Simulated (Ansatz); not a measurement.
A nudged elastic band was laid between two geometries of CH6AlNSi (10 atoms, charge 0, multiplicity 1).

Level of theory: Ansatz 0.2.0, UKS PBE0/def2-SVP.

```json
{
 "movable images": "5",
 "climbing image": "yes",
 "spring": "5.0 eV/Å²",
 "optimiser": "quadratic models (default)",
 "start path": "through a guess of the saddle point",
 "force threshold": "0.05 eV/Å",
 "iteration limit": "60",
 "end points": "relaxed"
}
```

Image 0:

```xyz
10
Properties=species:S:1:pos:R:3
C -0.811 0.784 -0.667
N 0.123 0.528 0.456
Si 0.270 -1.239 0.872
Al 0.582 -0.439 -1.323
H -1.864 0.535 -0.465
H -0.726 1.823 -1.020
H 0.322 1.294 1.097
H -0.970 -1.795 1.512
H 1.376 -1.335 1.876
H 1.780 -0.208 -2.336
```

Image 6:

```xyz
10
Properties=species:S:1:pos:R:3
C -0.164 0.967 -0.832
N -0.577 0.576 0.550
Si 0.319 -1.112 0.703
Al 0.917 -0.367 -1.526
H -1.594 0.482 0.668
H -0.581 1.938 -1.132
H -0.278 1.238 1.277
H -0.804 -2.030 1.112
H 1.096 -0.941 1.983
H 1.749 -0.801 -2.800
```

**Question.** What changes between the two ends?

**Answer.** Bonds broken: C1–H5, N2–Al4. Bonds formed: N2–H5.

**Question.** Give the energies along the band, and the barrier.

**Answer.** It converged. The highest image is number 4 of 0 to 6, 63.6 kcal/mol above the first end and 34.3 kcal/mol above the last; the last end lies 29.3 kcal/mol above the first. Neighbouring images differ by up to 2.1 eV, so the band resolves the path poorly. A vibrational analysis at the climbing image gives one clearly imaginary mode, 1587i cm⁻¹: a first-order saddle point. The orbitals stay closed-shell, which can raise the energy where a bond breaks towards radicals; this wasn't checked here.

```tsv
image	path coordinate (Å)	energy (kcal/mol)	C1–H5 (Å)	N2–Al4 (Å)	N2–H5 (Å)
0	0.00	0.0	1.10	2.08	2.19
1	0.70	1.6	1.10	2.26	2.19
2	1.40	2.6	1.11	2.46	2.18
3	2.10	14.9	1.09	2.64	1.89
4	2.80	63.6	1.32	2.75	1.20
5	3.67	31.4	2.07	2.71	1.02
6	4.54	29.3	2.13	2.73	1.03
```

**Question.** What is the geometry of the highest image?

**Answer.** 
```xyz
10
Properties=species:S:1:pos:R:3
C -0.121 1.031 -0.720
N -0.673 0.471 0.691
Si 0.233 -1.113 0.813
Al 0.751 -0.452 -1.477
H -1.292 0.555 -0.335
H -0.253 2.116 -0.789
H -0.699 1.176 1.427
H -0.617 -2.153 1.481
H 1.350 -0.800 1.767
H 1.403 -0.881 -2.854
```

Run time: 5.5 min on 2 threads of Arm Neoverse V1 (shared host), peak memory 0.27 GiB.
